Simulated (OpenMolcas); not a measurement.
An OpenMolcas run meant for Sb3+ (ANO-R2, X2C; inactive shells 1s 2s 2p 3s 3p 3d 4s 4p 4d; intended active space 2 electrons in 4 orbitals (5s 5p)). One step of its input:

```
&CASPT2
Multistate=3 1 2 3
Frozen=9 9
IPEA=-0.1
Imaginary=0.1
MaxIter=60
WThr=0.0 0.3 0.05
PrWF=0.5
NoMix
```

The run finished. Its levels beside those of a sound run (MS-CASPT2, IPEA 0.25 Eh, imaginary shift 0.1 Eh (closed shells correlated: 4d)), in cm⁻¹ above each run's lowest level:

```
     Level  This run  Usual run
   5s² ¹S₀       0.0        0.0
5s 5p ³P°₀     64449      64659
5s 5p ³P°₁     66411      66633
5s 5p ³P°₂     71309      71519
5s 5p ¹P°₁     93220      94507
   5p² ³P₀    151276     151892
   5p² ³P₁    154789     155383
   5p² ¹S₀    181441     182497
```

Which setting is unsound, and how much does it matter here?

The IPEA shift is negative. Against the sound run the excited levels shown move by 600 cm-1 on average and by 1300 cm-1 at most.

Over all roots computed the reference weight is 0.89 to 0.94 in the sound run, 0.85 to 0.94 in this run; the roots of lowest weight are the least certain, and an intruder state may touch them. The ¹D term of p² mixes with s d, which this space lacks. Levels of configurations outside the active space are missing.

° marks odd parity.
